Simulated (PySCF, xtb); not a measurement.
TaF4, SMILES [F][Ta+]([F])([F])[F], charge +1, multiplicity 1.

Harmonic wavenumbers (cm⁻¹) from GFN2-xTB in xtb at its own minimum, in rising order: 146, 146, 146, 175, 175, 491, 532, 533, 533.

Problem. What does PBE0-D3(BJ)/def2-SVP run with PySCF give at its own minimum? (The exact figures need the calculation; the answer reports its results.)

Solution. 171, 171, 171, 192, 192, 799, 803, 803, 803. Paired by order, the mean absolute difference is 136 cm⁻¹ and the zero-point energies are 4.1 and 5.9 kcal/mol.
